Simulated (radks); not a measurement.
Spherical quantum dot in the effective-mass picture: electrons in a well V = -V0 / (1 + exp((r - R)/a)) with V0 = 18.6, R = 2.48, a = 0.18, all in effective atomic units (hartree* = m*/eps^2 hartree, bohr* = eps/m* bohr), one dielectric constant everywhere. Calculated with a radial shooting solver with Libxc functionals: non-relativistic Kohn-Sham, PBE, spin-polarised, spherical densities. Levels are named by radial order and angular momentum (1s, 1p, 1d, 2s, ...), and open shells are averaged over m.

N = 8, configuration 1s2 1p6. This is the lowest configuration that the search found. Occupied and some empty levels:

| level | occupation | eigenvalue (hartree*) | <r> (bohr*) |
|---|---|---|---|
| 1s | 2 | -13.208 | 1.368 |
| 1p | 6 | -12.525 | 1.533 |
| 1d | 0 | -11.557 | 1.650 |
| 2s | 0 | -10.679 | 1.230 |
| 1f | 0 | -10.354 | 1.742 |

Energy (hartree*): total -119.692, kinetic 9.9915, external -144.97, Hartree 19.332, exchange-correlation -4.0438.

Electron density:

| r (bohr*) | n(r) (e/bohr*^3) |
|---|---|
| 0.217 | 0.1157 |
| 0.450 | 0.1555 |
| 0.683 | 0.2130 |
| 0.916 | 0.2709 |
| 1.15 | 0.3061 |
| 1.38 | 0.2965 |
| 1.62 | 0.2336 |
| 1.85 | 0.1377 |
| 2.08 | 0.05422 |
| 2.31 | 0.01267 |
| 2.55 | 0.001660 |
| 2.78 | 0.0001426 |
| 3.01 | 0.00001014 |
